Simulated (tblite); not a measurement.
Compound: C₆H₁₀SSi (charge +1 and doublet state).
Numbering: `[SiH3:1][S+:2][C@@:3]12[C@H:4]3[CH2:5][C@@H:6]1[C@@H:7]2[CH2:8]3` (hydrogens: H9, H10, H11 on Si1; H12 on C4; H13, H14 on C5; H15 on C6; H16 on C7; H17, H18 on C8)

Structure optimised with GFN2-xTB, isolated species. This method treats the open shell by occupation alone, without spin polarisation.

Task: List the bond lengths, angles and torsions at this level.

Result: 
```json
{"bond": "Si1–S2", "length (bohr)": "4.274"}
{"bond": "S2–C3", "length (bohr)": "3.219"}
{"bond": "C3–C4", "length (bohr)": "2.911"}
{"bond": "C4–C5, C4–C8", "length (bohr)": "2.908"}
{"bond": "C5–C6, C7–C8", "length (bohr)": "2.862"}
{"bond": "C6–C7", "length (bohr)": "2.790"}
{"bond": "C3–C6, C3–C7", "length (bohr)": "2.948"}
{"bond": "Si1–H9, Si1–H10, Si1–H11", "length (bohr)": "2.749"}
{"bond": "C4–H12", "length (bohr)": "2.046"}
{"bond": "C5–H13, C8–H17", "length (bohr)": "2.053"}
{"bond": "C5–H14, C8–H18", "length (bohr)": "2.060"}
{"bond": "C6–H15, C7–H16", "length (bohr)": "2.034"}
```

Bonds in one row agree within 0.02 bohr and their mean is given. A selection of angles:
```json
{"angle": "Si1–S2–C3", "degrees": "102.8"}
{"angle": "S2–C3–C4", "degrees": "138.7"}
{"angle": "S2–C3–C6", "degrees": "129.4"}
{"angle": "C4–C3–C6", "degrees": "85.8"}
{"angle": "C6–C3–C7", "degrees": "56.5"}
{"angle": "C3–C4–C5", "degrees": "88.4"}
{"angle": "C5–C4–C8", "degrees": "102.4"}
{"angle": "C4–C5–C6", "degrees": "87.4"}
{"angle": "C5–C6–C7", "degrees": "107.7"}
{"angle": "C3–C6–C5", "degrees": "88.6"}
{"angle": "C3–C6–C7", "degrees": "61.8"}
```

Torsions: Si1–S2–C3–C4 0° (synperiplanar); S2–C3–C4–C5 129° (anticlinal); C3–C4–C5–C6 24° (synperiplanar); C4–C5–C6–C7 36° (synclinal); C5–C6–C7–C8 0° (synperiplanar); C6–C7–C8–C4 -36° (synclinal); S2–C3–C6–C5 -133° (anticlinal); S2–C3–C7–C6 -116° (anticlinal); C3–C4–C8–C7 -24° (synperiplanar).

Of the pairs four or more bonds apart, Si1···H12 is among the closest relative to their van der Waals radii: 3.26 Å, 99 % of the sum of Bondi's values. The 4-membered ring C3–C4–C5–C6 has internal angles of 85.8° to 88.6° (sum 350°, against 360° for a flat polygon); it is puckered, 0.16 Å rms from its mean plane, widest ring torsion 24°. The 8 C–C bonds span 1.476 Å (C6–C7, drawn single) to 1.560 Å (C3–C7, drawn single), a spread of 0.084 Å. Si1 (silicon bonded to S and 3 H) is distorted tetrahedral (angles from 99.5° to 117.9°). The 3-membered ring C3–C6–C7 has internal angles of 56.5° to 61.8°. The 4-membered ring C3–C4–C8–C7 has internal angles of 85.8° to 88.6° (sum 350°, against 360° for a flat polygon); it is puckered, 0.16 Å rms from its mean plane, widest ring torsion 24°.

Point group: Cs (tolerance 0.08 Å). Its GFN2-xTB frequencies are all real (lowest 46 cm⁻¹). 3 starts were optimised and ended at 0.00, 0.00 and 1.20 kcal/mol (GFN2-xTB); the lowest of these is shown.

One conformer stands for the species.

All values are computed, not measured.
